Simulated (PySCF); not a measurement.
**Curvature of the energy in the electron number along the 3d series, charge -1**

Calculated with PySCF 2.14, in def2-TZVPPD, non-relativistic: one orbital is emptied in steps, and each cell gives the departure of E from the straight line at half an electron, in eV (from a cubic fit). The exact functional gives zero.

```csv
species,orbital,LDA,PBE,r2SCAN,PBE0
V-,3d alpha,-1.08,-1.02,-0.91,-0.54
Co-,3d beta,-1.29,-1.21,-1.07,-0.60
Ni-,3d beta,-1.36,-1.27,-1.11,-0.62
Cu-,4s beta,-0.69,-0.67,-0.57,-0.45
```

Q: How does the mean departure depend on the functional?

A: LDA -1.10 eV; PBE -1.04 eV; r2SCAN -0.92 eV; PBE0 -0.55 eV. Semilocal functionals are convex (delocalisation error), and exact exchange removes curvature roughly in proportion to its share, so among the functionals the range-separated hybrids usually come closest to zero.

At the full anion the orbital energy is positive in some cells, where the basis helps to hold the electron.
